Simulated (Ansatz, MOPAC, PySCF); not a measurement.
Breaking a bond: AlN, triplet.

Levels: PM7, unrestricted, heats of formation (MOPAC); UKS-B3LYP/6-31G* = unrestricted B3LYP/6-31G*, spherical d run with PySCF; UMP2/3-21G = unrestricted MP2 (frozen core)/3-21G (PySCF); FCI = full CI/def2-SVP, frozen core (Ansatz, a first-principles code).

Energies relative to the lowest point of each curve near equilibrium, in kcal/mol; the last columns give the difference from FCI:

```csv
R / Å,PM7,UKS-B3LYP/6-31G*,UMP2/3-21G,FCI,PM7 − FCI,UKS-B3LYP/6-31G* − FCI,UMP2/3-21G − FCI
1.87,4.8,0.3,2.5,0.6,4.2,-0.3,1.9
1.90,6.8,0.2,1.3,0.1,6.7,0.1,1.2
1.96,11.5,0.0,0.0,0.0,11.5,0.0,0.0
2.06,0.0,1.7,0.9,1.9,-1.9,-0.2,-1.0
2.24,9.0,8.4,8.1,8.9,0.1,-0.4,-0.7
2.38,18.2,15.1,26.7,15.4,2.8,-0.3,11.3
2.67,33.3,28.7,28.8,27.7,5.5,1.0,1.1
2.99,37.5,39.8,29.1,36.7,0.8,3.1,-7.7
3.17,36.8,44.0,29.0,39.8,-3.0,4.2,-10.8
3.61,—,50.4,29.2,43.7,—,6.7,-14.5
3.96,—,53.4,29.5,45.0,—,8.4,-15.5
4.35,—,55.5,29.8,45.7,—,9.8,-15.8
4.86,—,57.2,30.2,—,—,—,—
5.41,—,58.1,30.4,—,—,—,—
6.28,—,58.6,30.4,—,—,—,—
7.23,—,58.6,30.4,—,—,—,—
```

PM7 is furthest from FCI at 1.96 (11.5 kcal/mol, above); its mean absolute difference over the points is 4.1 kcal/mol.

UKS-B3LYP/6-31G* is furthest from FCI at 4.35 (9.8 kcal/mol, above); its mean absolute difference over the points is 2.9 kcal/mol.

UMP2/3-21G is furthest from FCI at 4.35 (-15.8 kcal/mol, below); its mean absolute difference over the points is 6.8 kcal/mol.

Dashes: no converged value, or the column stops at the first point that the program doubted or that broke a chosen test of continuity, which isn't proof of a fault.

The scan ran from 1.44 to 7.23 Å; beyond the distances shown full CI changes its symmetry label. The unrestricted determinant behind UKS-B3LYP/6-31G* is spin-contaminated at 2.67 to 7.23 Å (<S²> up to 3.0, against 2.00 for a pure triplet). The unrestricted determinant behind UMP2/3-21G is spin-contaminated at 2.24 to 7.23 Å (<S²> up to 3.0, against 2.00 for a pure triplet).
